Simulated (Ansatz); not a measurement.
Isolated molecules relaxed with PBE0-D4/def2-TZVP in Ansatz; ΔE leaves out vibrations. CBS: MP2 limit from def2 TZ/QZ plus the TZ coupled-cluster correction, frozen cores. Functionals use def2-TZVPP. B3LYP here is the variant with VWN-RPA as its local correlation; programs differ in this. For Se outer-core shells are correlated without core-valence functions, which leaves a few kJ/mol of doubt a bond. Scalar relativity is left out up to krypton. One conformer a species, not always the lowest.

`CB(Cl)[SiH2]O` + H₂Se → `O[SiH2][SeH]` + `CBCl`  (cleavage of the Si–B bond)

```csv
level,ΔE (kJ/mol),difference from CCSD(T)/CBS
PBE-D4,-86.2,8.8
r2SCAN-D4,-93.3,1.7
PBE0-D4,-90.5,4.5
B3LYP-D4,-90.6,4.4
ωB97X-V,-91.0,4.0
ωB97M-V,-95.4,-0.4
B2PLYP,-96.4,-1.4
PBE,-88.5,6.5
r2SCAN,-94.3,0.7
PBE0,-92.7,2.3
B3LYP,-93.9,1.1
HF/def2-TZVPP,-103.1,-8.1
MP2/def2-TZVPP,-100.7,-5.7
SCS-MP2/def2-TZVPP,-98.2,-3.2
CCSD/def2-TZVPP,-92.0,3.0
CCSD(T)/def2-TZVPP,-91.1,3.9
HF/def2-QZVPP,-103.4,-8.4
MP2/def2-QZVPP,-103.0,-8.0
SCS-MP2/def2-QZVPP,-100.3,-5.3
HF/CBS(def2),-103.4,-8.4
MP2/CBS(def2),-104.6,-9.6
CCSD/CBS(def2),-96.0,-1.0
CCSD(T)/CBS,-95.0,0
```

Largest T1 diagnostic among the species: 0.012.

From PBE to PBE0 (25 % exact exchange), in def2-TZVPP and without D4, ΔE moves by −4.2 kJ/mol. The D4 term adds +3.3 kJ/mol with B3LYP and +2.2 kJ/mol with PBE0; it sums over pairs of atoms, weighted by their polarisabilities, and B3LYP, whose exchange is more repulsive, gets the larger term.
